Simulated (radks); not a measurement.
Spherical quantum dot in the effective-mass picture: electrons in a hard-walled sphere of radius 2.5, with a point charge +1 (a donor) at the centre, all in effective atomic units (hartree* = m*/eps^2 hartree, bohr* = eps/m* bohr), one dielectric constant everywhere. Calculated with a radial shooting solver with Libxc functionals: non-relativistic Kohn-Sham, LDA (Slater exchange, Perdew-Wang correlation), spin-polarised, spherical densities. Levels are named by radial order and angular momentum (1s, 1p, 1d, 2s, ...), and open shells are averaged over m. Results are scaled to m* = 0.587 and eps = 16.8, for which hartree* = 56.59 meV and bohr* = 1.515 nm.

N = 30, configuration 1s2 1p6 1d10 2s(up 1, down 0) 1f(up 7, down 4). This is the lowest configuration that the search found. Occupied and some empty levels:

| level | occupation | eigenvalue (meV) | <r> (nm) |
|---|---|---|---|
| 1s up | 1 | 888.93 | 2.385 |
| 1s down | 1 | 892.84 | 2.409 |
| 1p up | 3 | 917.20 | 2.592 |
| 1p down | 3 | 920.44 | 2.594 |
| 1d up | 5 | 960.31 | 2.702 |
| 1d down | 5 | 963.46 | 2.701 |
| 2s up | 1 | 1008.3 | 1.567 |
| 1f up | 7 | 1017.8 | 2.784 |
| 2s down | 0 | 1019.0 | 1.587 |
| 1f down | 4 | 1020.9 | 2.784 |
| 1g up | 0 | 1088.6 | 2.851 |
| 1g down | 0 | 1091.8 | 2.850 |
| 2p up | 0 | 1112.6 | 1.930 |
| 2p down | 0 | 1118.2 | 1.946 |
| 2d up | 0 | 1213.7 | 2.137 |
| 2d down | 0 | 1217.6 | 2.144 |

Energy (meV): total 16220.6, kinetic 5181.4, external -1056.9, Hartree 13280, exchange-correlation -1184.0.
